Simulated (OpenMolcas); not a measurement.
**Lines of Ag4+: computed and rescaled rates**

```json
{
 "Program": "OpenMolcas",
 "Method": "MS-CASPT2, IPEA 0.25 Eh, imaginary shift 0.1 Eh (closed shells correlated: 4s 4p)",
 "Basis": "ANO-RCC-VTZP [7s6p4d2f1g]",
 "Scalar Hamiltonian": "DKH2, point nucleus",
 "Active space": "7 electrons in 5 orbitals (4d)",
 "State averaging": "2S+1 = 4 even, 10 roots; 2S+1 = 2 even, 40 roots",
 "Spin-orbit coupling": "state interaction with AMFI integrals over the reference wave functions, term energies averaged over their components"
}
```

Rates come from the transition moments of the reference wave functions (E1 and E2 in the length form). At fixed line strength A goes as λ^-3 for E1 and M1 and as λ^-5 for E2, so a rate at the computed wavelength can be rescaled to the measured one. Measured vacuum wavelengths follow from level energies in the list in Gamrath, thesis, University of Mons (2023). Branching counts decays inside the model space alone, at computed energies, and the table is only a selection of the E2 and M1 lines, drawn from those between levels with measured partners whose computed energy lies within a factor of 1.5 of the measured one.

```
               Upper              Lower  Type  λ computed (nm)  λ measured (nm)  A computed (s-1)  A rescaled (s-1)  Branching %
       4d7 2D 5/2(1)         4d7 4F 7/2    M1            465.5            483.8          1.28e+01                           79.1
       4d7 2D 5/2(2)         4d7 4P 5/2    M1            230.4            238.8          1.20e+01                           25.8
       4d7 2D 5/2(2)         4d7 2G 9/2    E2            241.4            250.6          8.94e+00          7.42e+00         19.3
       4d7 2D 3/2(2)      4d7 2D 5/2(1)    M1            309.7            325.9          8.88e+00                           24.7
       4d7 2D 3/2(2)         4d7 2G 7/2    E2            274.7              289          8.18e+00          6.35e+00         22.7
4d7 2D 3/2(1) [69 %]         4d7 4F 5/2    M1            400.9            411.2          7.98e+00                           42.8
          4d7 2G 9/2         4d7 4F 9/2    M1            571.4            592.6          5.82e+00                           84.2
          4d7 2P 1/2         4d7 4P 1/2    M1             1370             1328          3.91e+00                           84.5
          4d7 2H 9/2         4d7 2G 9/2    M1             1026             1053          3.04e+00                           66.3
          4d7 2G 7/2         4d7 4F 7/2    M1            575.8              597          2.07e+00                           50.3
          4d7 2F 7/2         4d7 2G 7/2    M1            588.3            619.1          1.90e+00                           26.6
          4d7 2F 7/2         4d7 2G 9/2    M1            491.1            507.1          1.90e+00                           26.6
          4d7 2F 5/2         4d7 4F 3/2    M1            342.6            363.1          1.59e+00                           39.5
          4d7 4F 7/2         4d7 4F 9/2    M1             2857             2710          1.42e+00          1.66e+00        100.0
          4d7 2F 7/2         4d7 4F 9/2    M1            264.1            273.3          1.35e+00                           18.9
          4d7 2G 7/2         4d7 4F 5/2    M1            654.2            683.7          1.15e+00                           28.1
          4d7 2F 5/2         4d7 2G 7/2    M1            658.9            704.6          7.49e-01                           18.6
          4d7 4P 1/2  4d7 4P 3/2 [66 %]    M1             3675             3493          7.16e-01          8.34e-01         92.4
          4d7 4F 5/2         4d7 4F 7/2    M1             4803             4706          5.06e-01          5.38e-01        100.0
         4d7 2H 11/2         4d7 2G 9/2    M1             1616             1768          3.83e-01                           80.5
   4d7 4P 3/2 [66 %]         4d7 4F 5/2    M1             1072             1192          3.15e-01                           63.4
          4d7 4P 5/2         4d7 4F 7/2    M1            832.1            892.1          2.86e-01                           54.3
   4d7 4P 3/2 [66 %]         4d7 4F 3/2    M1             1242             1407          1.68e-01                           33.9
          4d7 4F 3/2         4d7 4F 5/2    M1             7832             7802          1.30e-01          1.32e-01        100.0
         4d7 2H 11/2         4d7 4F 9/2    M1            422.1            443.8          8.84e-02                           18.6
```

Spin-changing lines and M1 lines between different terms are not rescaled, since their strength hangs on the term gaps too.

The largest correction is for 4d7 2D 3/2(2) → 4d7 2G 7/2 (E2): 8.18e+00 × (274.7 / 289)^5 = 6.35e+00 s-1, a factor of 0.78.

The computed rate and branching of 4d7 4F 7/2 → 4d7 4F 9/2 give the upper level a radiative lifetime of 1.000 / 1.42e+00 s-1 = 7.04e-01 s, counting decays inside the model space alone. The rescaled rate gives about 6.0e-01 s.

The computed order of these levels differs from the measured one in 1 place, and where term gaps are wrong the rates of spin-changing lines can be off by large factors.

These are rates of the free ion; in crystals, glasses and complexes forced electric-dipole and non-radiative decay shorten such lifetimes by orders of magnitude. No measured rate stands beside these. Rescaling mends the energy factor alone: line strengths can still be far off where a level mixes with configurations outside the active space, and weak or spin-changing lines hang on small mixing coefficients that depend on the term gaps too, so rescaling need not improve them.

CASPT2 does not keep the components of a term degenerate, so their means are used; among the terms shown or strongly mixed into the levels shown the widest spread is 760 cm-1 (4d7 4F). Computed and measured levels are paired by configuration, term and J; levels that our copy of the source lacks, or whose pairing is in doubt (as where it misses far off the trend of its configuration), stay unpaired. Only configurations of the active space appear.

A share in square brackets marks a mixed level and gives the weight of the term that names it. A number in round brackets counts repeated terms of one configuration in the order of the reference energies.
